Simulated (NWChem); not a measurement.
Species: BiF2 cation; SMILES [F][Bi+][F]

Program: NWChem. All runs use the structure optimised with PBE0/def2-SVP. def2 effective core potentials on Bi; no spin-orbit coupling. Vertical excitations in the gas phase.

Predict the results for CAM-B3LYP/def2-SVPD, TDA. Quantities: lowest excitation, singlet (eV); orbital gap (eV).


- lowest excitation, singlet (eV) = 4.84
- orbital gap (eV) = 8.59
